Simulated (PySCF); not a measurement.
Computed shifts of a molecule C5H3F, PBE/pcSseg-1 run with PySCF, GIAO, gas phase, atoms alike by connectivity averaged where their shifts nearly agree, in ppm (number of nuclei): ¹³C: 82.7 (2), 82.2 (2), 77.6 (1). ¹⁹F: -221.2 (1). ¹H: 6.25 (1), 2.75 (2). References: ¹³C against TMS (σ = 182.0 ppm); ¹⁹F against CFCl3 (σ = 133.6 ppm); ¹H against TMS (σ = 31.49 ppm), references at their B3LYP-D3(BJ)/def2-TZVP geometries, non-relativistic. Geometry: B3LYP-D3(BJ)/def2-SVP. Other conformers were not sampled.

Question: Which molecule gave these data?
A) C#CC(F)=C=C
B) C#CC(F)C#C
C) C#CC=C=CF

Answer: B, C#CC(F)C#C
